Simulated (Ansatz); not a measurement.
**A barrier at the coupled-cluster level**

Start structure (Si3N2H11ClF, doublet), relaxed at PBE0-D4/def2-TZVP:

```
18
angstrom
Si 0.1886 -0.8684 1.3155
N 1.6197 -0.1920 0.5140
Si 1.6533 -0.2144 -1.2569
N -1.1599 -0.2764 0.4462
Si -2.5062 -1.1597 -0.2019
H 0.1731 -2.3586 1.1999
H 0.1559 2.9460 0.6897
Cl -1.0785 3.1824 0.3248
H 1.6723 1.3402 0.8984
F 1.6748 2.3024 1.1094
H 2.4890 -0.5143 0.9287
H 0.8560 0.9232 -1.7638
H 1.1036 -1.4903 -1.7824
H 3.0747 -0.0773 -1.6618
H -1.2547 0.7369 0.4122
H -2.2336 -2.6007 0.0223
H -2.6492 -0.8994 -1.6589
H -3.7789 -0.7795 0.4644
```

The step: Si₃N₂H₉ ([SiH3][NH][SiH][NH][SiH3]) + HCl + HF → Si₂NH₅Cl ([SiH3][NH][SiH][Cl]) + SiNH₅ ([NH2][SiH3]) + HF (still joined by a long Si–N bond); bonds formed: Si1–Cl8, N2–H9, H7–F10; bonds broken: H7–Cl8, H9–F10; bonds weakened to dative contacts: Si1–N2. Ansatz 0.2.0; basis: def2-TZVPP and def2-QZVPP; cores frozen in the correlated methods; orbitals are unrestricted. Extrapolation: Hartree–Fock as exp(−7.88 √X), correlation as X^−2.97. Energies below are by CCSD(T) at an estimated basis limit (MP2 extrapolated from triple and quadruple zeta, plus CCSD(T) − MP2 in triple zeta).

**Question.** What are the electronic barrier and the energy of the step, from the start structure to the end structure? (Judge from chemistry; the value comes from the calculation.)

**Answer.** The calculation gives: Barrier 7.62 kcal/mol; step energy -7.43 kcal/mol (downhill); reverse barrier, their difference, 15.05 kcal/mol. Barrier and step energy count from the start structure, the reverse barrier from the end structure.

The saddle point: One imaginary mode of 713i cm⁻¹.
```tsv
pair	start (Å)	saddle (Å)	end (Å)
Si1–Cl8	4.36	3.25	2.39
N2–H9	1.58	1.24	1.03
H7–F10	1.70	1.29	0.96
Si1–N2	1.77	1.83	1.93
H7–Cl8	1.31	1.43	1.95
H9–F10	0.98	1.18	1.81
```

Zero-point energy (harmonic, PBE0-D4): ZPE is 71.19 kcal/mol at the start and 69.43 kcal/mol at the saddle, so the barrier goes from 7.62 to 5.86 kcal/mol.

T1 diagnostic: at most 0.013. ⟨S²⟩ of the unrestricted Hartree–Fock references: 0.75 to 0.76 (a pure state has 0.75).

Labels in which every atom is bracketed show which atoms are joined, not bond orders.

For scale, one of the runs: CCSD(T)/def2-TZVPP, 415 basis functions, launched by `ansatz run in.yaml --threads 4 --pin off --events-out ev --progress --plain --max-ram 66560MiB --backend cuda --devices 0, --max-vram 37GiB`. The run took 2.3 min on 4 CPU threads of an AMD EPYC 7R13 and a share of one NVIDIA H100 (shared host), with 1.9 GiB of host memory at its peak.
